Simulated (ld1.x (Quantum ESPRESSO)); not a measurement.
**Reading a pseudo-wave (hydrogen)**

Columns: radius, all-electron u(r) and pseudo u(r) of the 1s shell (level -6.37 eV) of hydrogen in the configuration 1s1; Wu–Cohen, scalar-relativistic, TM scheme, ld1.x (Quantum ESPRESSO) 7.5.

```json
{"r (bohr)": "0.055", "all-electron": "0.0986", "pseudo": "0.0813"}
{"r (bohr)": "0.110", "all-electron": "0.1865", "pseudo": "0.1611"}
{"r (bohr)": "0.165", "all-electron": "0.2646", "pseudo": "0.2381"}
{"r (bohr)": "0.220", "all-electron": "0.3337", "pseudo": "0.3108"}
{"r (bohr)": "0.275", "all-electron": "0.3946", "pseudo": "0.3780"}
{"r (bohr)": "0.330", "all-electron": "0.4480", "pseudo": "0.4388"}
{"r (bohr)": "0.385", "all-electron": "0.4945", "pseudo": "0.4924"}
{"r (bohr)": "0.440", "all-electron": "0.5348", "pseudo": "0.5384"}
{"r (bohr)": "0.495", "all-electron": "0.5695", "pseudo": "0.5768"}
{"r (bohr)": "0.550", "all-electron": "0.5991", "pseudo": "0.6082"}
{"r (bohr)": "0.605", "all-electron": "0.6240", "pseudo": "0.6332"}
{"r (bohr)": "0.660", "all-electron": "0.6447", "pseudo": "0.6527"}
{"r (bohr)": "0.715", "all-electron": "0.6617", "pseudo": "0.6677"}
{"r (bohr)": "0.770", "all-electron": "0.6752", "pseudo": "0.6791"}
{"r (bohr)": "0.825", "all-electron": "0.6856", "pseudo": "0.6878"}
{"r (bohr)": "0.880", "all-electron": "0.6932", "pseudo": "0.6942"}
{"r (bohr)": "0.935", "all-electron": "0.6984", "pseudo": "0.6987"}
{"r (bohr)": "0.990", "all-electron": "0.7012", "pseudo": "0.7013"}
{"r (bohr)": "1.045", "all-electron": "0.7021", "pseudo": "0.7021"}
{"r (bohr)": "1.100", "all-electron": "0.7012", "pseudo": "0.7012"}
{"r (bohr)": "1.155", "all-electron": "0.6986", "pseudo": "0.6986"}
{"r (bohr)": "1.210", "all-electron": "0.6946", "pseudo": "0.6946"}
{"r (bohr)": "1.265", "all-electron": "0.6893", "pseudo": "0.6893"}
{"r (bohr)": "1.320", "all-electron": "0.6828", "pseudo": "0.6828"}
{"r (bohr)": "1.375", "all-electron": "0.6754", "pseudo": "0.6754"}
{"r (bohr)": "1.430", "all-electron": "0.6670", "pseudo": "0.6670"}
```

(1) How many radial nodes do the two functions have?

(2) At about which radius was the pseudo-wave matched?

(3) Is the pseudo-wave norm-conserving?

Results:

(1) The all-electron 1s function has n − l − 1 = 0; the pseudo-wave has 0.

(2) 1.10 bohr. The columns agree to 0.0005 from 0.94 bohr on; several derivatives are matched, so the curves merge somewhat inside the radius.

(3) Yes: the TM scheme keeps the norm inside the radius equal to the all-electron one, which fixes the energy derivative of the logarithmic derivative at the level.
